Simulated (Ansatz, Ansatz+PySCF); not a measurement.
```xyz
3

Ca    0.0000    0.0000    0.0000
O     0.0000    0.0000    1.9750
H     0.0000    0.0000    2.9300
```

Basis set: def2-SVP (spherical functions). Charge 0, multiplicity 2.

Computed with Ansatz (development build ahead of 0.2.0); each method stands on the lowest determinant of its kind that the runs found. Restricted functionals stand beside restricted open-shell atoms, which can lie above the unrestricted atoms usual in DFT and then raise those values.

**Question.** Give the atomization energy at this shape (free ground-state atoms in the same class of orbitals less the molecule, no zero-point energy) of doublet CaHO by PBE0 (unrestricted), PBE0 (restricted open-shell), UHF, ROHF.

**Answer.**

| method | atomization energy |
| --- | --- |
| PBE0 (unrestricted) | 8.78 eV |
| PBE0 (restricted open-shell) | 8.84 eV |
| UHF | 5.91 eV |
| ROHF | 6.04 eV |
